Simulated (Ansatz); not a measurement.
Wavefunction ladder for `[CH3][Al][C]#N` radical

```
atom    x (Å)    y (Å)    z (Å)
  C1   0.6994   0.8964   0.3557
 Al2   0.3226  -0.4666  -0.9942
  C3  -1.2301  -1.6103  -0.6694
  N4  -2.1321  -2.3222  -0.5459
  H5   0.6833   1.8953  -0.0893
  H6   1.6958   0.7513   0.7826
  H7  -0.0389   0.8561   1.1604
```

The species carries charge 0 and has multiplicity 2. All single points use the PBE0-D4/def2-TZVP geometry. Frozen core, unrestricted reference, Ansatz 0.2.0. CBS rows extrapolate triple and quadruple zeta; past MP2 they add the triple-zeta difference.

```csv
basis,HF (Eh),MP2 corr.,CCSD corr.,(T),CCSD(T) total
def2-SVP,-373.65363,-0.46095,-0.48780,-0.01861,-374.16004
def2-TZVPP,?,-0.56211,?,?,?
def2-QZVPP,-373.90575,-0.59959,–,–,–
CBS(def2),-373.90746,?,-0.64817,as TZ,?
```

(1) Fill in the withheld values. (Best estimate.)

## Answers

(1) The calculation gave: def2-TZVPP HF (Eh): -373.89330; def2-TZVPP CCSD corr.: -0.58294; def2-TZVPP (T): -0.02830; def2-TZVPP CCSD(T) total: -374.50454; CBS(def2) MP2 corr.: -0.62735; CBS(def2) CCSD(T) total: -374.58393.
